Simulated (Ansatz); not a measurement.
Mulliken charges of `F[Si]1(F)BC1` from B3LYP/def2-TZVPP in Ansatz (PBE0-D4/def2-TZVP geometry).

```csv
atom,x (Å),y (Å),z (Å),charge (e)
F1,2.092,0.668,-0.426,-0.292
Si2,0.881,0.273,0.519,0.648
F3,1.557,-0.603,1.653,-0.284
B4,-0.938,0.648,0.333,-0.077
C5,-0.581,-0.365,-0.699,-0.313
H6,-1.906,0.741,1.010,0.051
H7,-1.247,-1.166,-1.016,0.119
H8,0.234,-0.252,-1.429,0.148
```

Problem. By hand: the dipole of these point charges (1 e Å = 4.8032 D).

Solution. Σ q r = (-0.439, 0.079, -0.096) e Å, of length 0.456 e Å = 2.19 D.

Problem. How does the dipole of the full density compare? (An estimate is asked.)

Solution. Computed: (-0.124, -0.053, -0.134) e Å, 0.91 D; the point charges give 2.41 times that, at 43° from its direction.

Point charges leave out the atoms' own dipoles, such as those of lone pairs, and Mulliken's split depends on the basis, so the two needn't agree.

B3LYP here is the variant with VWN-RPA as its local correlation; programs differ in this.
